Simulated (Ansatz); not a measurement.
Total energies of diphenyliodonium dicyanamide, `N#C[N-]C#N.c1ccc([I+]c2ccccc2)cc1` from Ansatz at PBE0-D4/def2-TZVP, gas phase (1 Eh = 27.2114 eV = 2625.5 kJ/mol). The reference geometry is relaxed at PBE-D4/def2-SVP.

```xyz
28

N     1.144   -0.110    2.070
C     1.431    0.291    0.984
N     1.805    0.748   -0.178
C     1.106    0.764   -1.275
N     0.510    0.808   -2.309
C     1.792   -3.706   -0.952
C     1.360   -3.497    0.367
C     0.304   -2.613    0.639
C    -0.281   -1.971   -0.458
I    -2.023   -0.754   -0.102
C    -1.538    1.279    0.420
C    -1.335    1.573    1.772
C    -1.145    2.924    2.106
C    -1.156    3.911    1.109
C    -1.344    3.566   -0.239
C    -1.536    2.225   -0.611
C     0.128   -2.131   -1.786
C     1.185   -3.026   -2.020
H     2.626   -4.396   -1.149
H     1.858   -4.005    1.206
H     0.004   -2.392    1.671
H    -1.262    0.787    2.535
H    -0.964    3.192    3.158
H    -0.997    4.965    1.384
H    -1.318    4.337   -1.024
H    -1.600    1.930   -1.667
H    -0.299   -1.531   -2.600
H     1.545   -3.166   -3.050
```

| state | geometry | energy (Eh) |
| --- | --- | --- |
| charge 0 singlet | reference | -1000.78217 |
| charge 1 doublet | reference | -1000.50860 |
| charge -1 doublet | reference | -1000.83367 |
| charge -1 doublet | relaxed at PBE-D4/def2-SVP | -1000.88010 |
| free N atom (quartet) | – | -54.54382 |
| free C atom (triplet) | – | -37.80537 |
| free I atom (doublet) | – | -297.69312 |
| free H atom (doublet) | – | -0.50104 |

In the def2 sets I takes a core potential; there is no spin–orbit coupling. Single mean-field runs in def2-TZVP are fitted with def2-universal-jkfit.

Work out the vertical ionisation energy to the doublet.

E(charge 1 doublet) − E(charge 0 singlet) = -1000.50860 − (-1000.78217) = 0.27357 Eh = 7.44 eV. For comparison, −ε of the highest occupied level is 5.70 eV at this level, 1.74 eV less.

Work out the vertical electron affinity, to the doublet.

E(charge 0 singlet) − E(charge -1 doublet) = -1000.78217 − (-1000.83367) = 0.05150 Eh = 1.40 eV. The basis lacks diffuse functions, which makes affinities too small.

Give the fundamental gap IE − EA, the Mulliken electronegativity (IE + EA)/2 and the hardness (IE − EA)/2.

From the values in Eh: IE − EA = 0.27357 − 0.05150 = 0.22207 Eh = 6.04 eV; (IE + EA)/2 = 4.42 eV; (IE − EA)/2 = 3.02 eV. The HOMO–LUMO gap of the same run is 3.03 eV, 3.01 eV smaller than the fundamental gap.

How much does the charge -1 doublet relax, and what is the adiabatic electron affinity?

Relaxation: -1000.83367 − (-1000.88010) = 0.04643 Eh = 1.26 eV. Adiabatic electron affinity: 0.09793 Eh = 2.66 eV, without zero-point energy. 

What is the binding energy per atom against free atoms?

Atoms: 3 × (-54.54382) + 14 × (-37.80537) + 1 × (-297.69312) + 10 × (-0.50104) = -995.61016 Eh. Binding: -995.61016 − (-1000.78217) = 5.17201 Eh = 140.74 eV, or 5.03 eV for each of 28 atoms (no zero-point energy, no counterpoise term).

The restricted singlet is unstable towards broken spin symmetry in Hartree–Fock (as tested in another run); at PBE0-D4/def2-TZVP this wasn't settled.
